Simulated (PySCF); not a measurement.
C₅H₇F, SMILES C=CC1(F)CC1. Atoms are numbered in the order given.

```xyz
13

C      0.1622    -2.2328     0.0000
C      0.7001    -1.0129     0.0000
C     -0.0814     0.2360     0.0000
F     -1.4282     0.0312     0.0000
C      0.3862     1.4451     0.7515
C      0.3862     1.4451    -0.7515
H     -0.9221    -2.3663     0.0000
H      0.7894    -3.1266     0.0000
H      1.7874    -0.8802     0.0000
H     -0.3972     2.0172     1.2544
H      1.3365     1.3875     1.2885
H      1.3365     1.3875    -1.2885
H     -0.3972     2.0172    -1.2544
```
Charge 0, spin multiplicity 1.

Geometry: PBE0-D3(BJ)/def2-SVP. Other conformers were not sampled.

Level of theory: PBE/pcSseg-1 (PySCF).

GIAO shieldings, no solvent; atoms listed in one row are averaged. δ = σ(ref) − σ: ¹³C against TMS (σ = 182.0 ppm); ¹⁹F against CFCl3 (σ = 133.6 ppm); ¹H against TMS (σ = 31.49 ppm), references at their B3LYP-D3(BJ)/def2-TZVP geometries, non-relativistic.

```csv
nucleus,atoms,count,δ (ppm)
¹³C,C2,1,147.2
¹³C,C1,1,118.4
¹³C,C3,1,83.1
¹³C,"C5, C6",2,19.3
¹⁹F,F4,1,-241.4
¹H,H7,1,5.98
¹H,H9,1,5.74
¹H,H8,1,5.71
¹H,"H13, H10",2,1.55
¹H,"H11, H12",2,1.00
```
